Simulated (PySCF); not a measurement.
**How methods differ on the ionisation energy of Kr**

Kr [Kr] (1S) → Kr⁺ [Ar] 3d10 4s2 4p5 (2P), as a difference of total energies. Calculation: PySCF 2.14, in x2c-QZVPPall; the spin-free X2C one-electron Hamiltonian (Gaussian nucleus). Correlated levels: valence: [Ar] 3d10 frozen; valence and next inner shell: [Ne] frozen. The calculations carry no spin-orbit coupling.

| method | ionisation energy (eV) | error (eV) |
| --- | --- | --- |
| UHF | 13.034 | -1.188 |
| LDA | 14.323 | +0.101 |
| PBE | 14.018 | -0.204 |
| PBE0 | 14.061 | -0.161 |
| r2SCAN | 14.136 | -0.086 |
| CAM-B3LYP | 14.135 | -0.087 |
| M06 | 13.832 | -0.390 |
| revPBE | 13.945 | -0.277 |
| B2PLYP | 14.053 | -0.169 |
| MP2 (valence) | 14.103 | -0.119 |
| SCS-MP2 (valence) | 14.032 | -0.190 |
| MP2 (valence and next inner shell) | 14.193 | -0.029 |
| SCS-MP2 (valence and next inner shell) | 14.095 | -0.127 |

Reference: 14.222 eV (measured; NIST levels, between the centres of gravity of the two terms).

Errors of the correlated levels include the incompleteness of this basis and the frozen core.
